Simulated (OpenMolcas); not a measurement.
An OpenMolcas run meant for Rb (ANO-RCC-VDZ, DKH4; inactive shells 1s 2s 2p 3s 3p 3d 4s 4p; intended active space 1 electron in 8 orbitals (5s 5p 6s 6p)). One step of its input:

```
&CASPT2
Multistate=1 1
Frozen=8 6
IPEA=0.25
Imaginary=1.5
MaxIter=60
WThr=0.0 0.3 0.05
PrWF=0.5
NoMix
```

The run finished. Its levels beside those of a sound run (SS-CASPT2, IPEA 0.25 Eh, imaginary shift 0.1 Eh (closed shells correlated: 4s 4p)), in cm-1 above each run's lowest level:

| Level | This run | Usual run |
| --- | --- | --- |
| 5s 2S 1/2 | 0.0 | 0.0 |
| 5p 2P* 1/2 | 10912 | 10959 |
| 5p 2P* 3/2 | 11051 | 11098 |

Problem. Which setting is unsound, and how much does it matter here?

Solution. The level shift is far above the usual 0.1 to 0.3 hartree and damps the second-order energy. Against the sound run the excited levels shown move by 47 cm-1 on average and by 47 cm-1 at most.

With one active electron outside closed inactive shells, the extra shells (6p 6s) add no correlation to the reference. ANO sets are built for ground and valence states and can reach diffuse excited orbitals poorly. With one active electron, CASPT2 adds the correlation within the correlated inactive shells and between them and that electron, and leaves the splitting within a term as the reference gives it. Levels of configurations outside the active space are missing.

* marks odd parity.
